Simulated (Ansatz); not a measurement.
A nudged elastic band was laid between two geometries of C2H10OSi2 (15 atoms, charge 0, multiplicity 1).

Computed with RKS PBE/STO-3G in Ansatz.

| Quantity | Value |
| --- | --- |
| movable images | 9 |
| climbing image | yes |
| spring | 5.0 eV/Å² |
| optimiser | quadratic models (default) |
| start path | through a guess of the saddle point |
| force threshold | 0.03 eV/Å |
| iteration limit | 53 |
| end points | relaxed |

First end point:

```xyz
15
Properties=species:S:1:pos:R:3
Si -0.280 -0.033 -0.285
Si 1.661 -1.216 -0.076
O -1.142 -0.358 -1.758
H -0.484 -0.026 -2.484
C 0.111 1.819 -0.139
C -1.505 -0.511 1.067
H 2.564 -0.969 -1.192
H 2.373 -0.852 1.141
H 1.421 -2.651 -0.027
H -0.806 2.427 -0.218
H 0.807 2.159 -0.924
H 0.577 2.044 0.836
H -2.445 0.059 0.969
H -1.760 -1.584 1.021
H -1.093 -0.307 2.070
```

Last end point:

```xyz
15
Properties=species:S:1:pos:R:3
Si -1.172 0.552 -0.556
Si 2.097 -1.675 -0.466
O -1.508 0.094 -2.028
H 0.869 -0.886 -0.563
C -0.151 2.085 -0.107
C -1.847 -0.273 1.012
H 2.926 -1.416 -1.631
H 2.811 -1.289 0.739
H 1.757 -3.086 -0.403
H -0.793 2.871 0.328
H 0.348 2.508 -0.994
H 0.624 1.840 0.639
H -2.411 -1.190 0.771
H -1.028 -0.545 1.702
H -2.524 0.411 1.555
```

Q: What changes between the two ends?

A: Bonds broken: Si1–Si2, O3–H4. Bonds formed: Si2–H4. C2H10OSi2 becomes C2H6OSi + H4Si.

Q: What energy profile does the band end with?

A: The forces met the threshold. The highest image is number 6 of 0 to 10, 370.0 kJ/mol above the first end and 146.2 kJ/mol above the last; the last end lies 223.9 kJ/mol above the first. The profile has 4 maxima (images 1, 3, 6, 9) with wells between them (images 2, 4, 8): this band takes more than one step, which may be the mechanism or a detour left from its start path. A structure lower than the last end lies on the path between it and the top, so the climb from that side starts below the end, which may itself be a saddle point or a shallow side well. Neighbouring images differ by up to 3.2 eV, so the band resolves the path poorly. A vibrational analysis at the climbing image gives one clearly imaginary mode, 1445i cm⁻¹: a first-order saddle point. The orbitals stay closed-shell, which can raise the energy where a bond breaks towards radicals; this wasn't checked here. Limits of this set-up: minimal basis.

| image | path coordinate (Å) | energy (kJ/mol) | Si1–Si2 (Å) | O3–H4 (Å) | Si2–H4 (Å) |
| --- | --- | --- | --- | --- | --- |
| 0 | 0.00 | 0.0 | 2.28 | 1.03 | 3.44 |
| 1 | 1.77 | 2.8 | 2.28 | 1.04 | 3.44 |
| 2 | 3.54 | 0.1 | 2.28 | 1.04 | 3.44 |
| 3 | 5.31 | 3.7 | 2.28 | 1.04 | 3.44 |
| 4 | 7.08 | 3.0 | 2.28 | 1.03 | 3.26 |
| 5 | 8.85 | 65.0 | 2.33 | 1.03 | 2.68 |
| 6 | 10.62 | 370.0 | 2.95 | 1.24 | 1.78 |
| 7 | 13.08 | 221.5 | 4.17 | 1.91 | 1.48 |
| 8 | 15.54 | 220.1 | 4.40 | 1.91 | 1.48 |
| 9 | 17.99 | 226.2 | 4.39 | 2.95 | 1.46 |
| 10 | 20.45 | 223.9 | 3.96 | 2.96 | 1.46 |

Q: What is the geometry of the highest image?

A: 
```xyz
15
Properties=species:S:1:pos:R:3
Si -0.716 -0.117 0.044
Si 1.835 -1.094 -1.068
O -1.095 -1.103 -1.235
H 0.112 -1.108 -1.511
C 0.308 1.465 0.190
C -2.126 -0.011 1.290
H 2.612 -0.040 -1.723
H 2.401 -1.099 0.286
H 2.388 -2.332 -1.624
H 0.835 1.696 -0.750
H 1.066 1.373 0.988
H -0.358 2.309 0.450
H -2.770 -0.905 1.255
H -1.736 0.092 2.318
H -2.756 0.874 1.089
```

The run took 22 min on 1 thread of Intel(R) Xeon(R) Platinum 8488C (Sapphire Rapids), on a shared host, peak memory 0.12 GiB.
